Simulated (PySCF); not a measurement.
## Hf⁴²⁺: ionisation energy

Hf⁴²⁺ [Ar] 3d10 4s2 (1S) → Hf⁴³⁺ [Ar] 3d10 4s1 (2S), as a difference of total energies. Calculation: PySCF 2.14, in an even-tempered Gaussian basis (17 s from 4.7 bohr⁻², ratio 2.5; 11 p from 6.1 bohr⁻², ratio 2.5; 8 d from 11 bohr⁻², ratio 2.5; 4 f from 28 bohr⁻², ratio 2.7; 4 g from 42 bohr⁻², ratio 2.7); no relativity, point nucleus. Correlated levels: outer shells: [Ne] frozen; virtual orbitals above 40 to 60 times the deepest correlated orbital energy dropped. The calculations carry no spin-orbit coupling.

```json
{"method": "UHF", "ionisation energy (eV)": "2033.2"}
{"method": "LDA", "ionisation energy (eV)": "2040.1"}
{"method": "PBE", "ionisation energy (eV)": "2040.6"}
{"method": "PBE0", "ionisation energy (eV)": "2039.0"}
{"method": "r2SCAN", "ionisation energy (eV)": "2035.2"}
{"method": "M06", "ionisation energy (eV)": "2037.7"}
{"method": "revPBE", "ionisation energy (eV)": "2039.7"}
{"method": "MP2 (outer shells)", "ionisation energy (eV)": "2036.6"}
{"method": "SCS-MP2 (outer shells)", "ionisation energy (eV)": "2036.8"}
```

Problem. How much does correlation contribute at MP2 (outer shells)?

Solution. 2036.6 − (2033.2) = 3.4 eV, measured against UHF.

The gap to the reference is mostly relativistic.

For comparison: 2159 ± 4 eV (theoretical estimate listed by NIST; NIST Atomic Spectra Database, ionization energies).
